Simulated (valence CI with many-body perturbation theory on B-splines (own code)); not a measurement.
## Which ion has this spectrum?

A relativistic CI+MBPT calculation for an atom or ion with 13 electrons gives these levels (eV):

| J | Parity | E | g |
| --- | --- | --- | --- |
| 1/2 | odd | 0.00 | 0.65 |
| 1/2 | even | 167.48 | 2.11 |
| 3/2 | odd | 363.54 | 1.32 |
| 3/2 | even | 500.69 | 1.63 |
| 5/2 | even | 518.87 | 1.33 |
| 3/2 | even | 539.93 | 0.97 |
| 1/2 | even | 550.02 | 1.26 |
| 3/2 | even | 597.40 | 0.83 |
| 5/2 | even | 670.69 | 1.20 |
| 3/2 | odd | 703.98 | 1.05 |
| 3/2 | odd | 717.33 | 0.73 |
| 5/2 | odd | 729.53 | 1.02 |
| 1/2 | odd | 756.03 | 0.40 |
| 3/2 | odd | 762.73 | 1.28 |

The energies are calculated, and their last digits are not significant.

Which is it?
A. Re62+
B. W61+
C. Lu58+
D. Ir64+

B. W61+, ground level (3s^2 3p1/2) J=1/2.
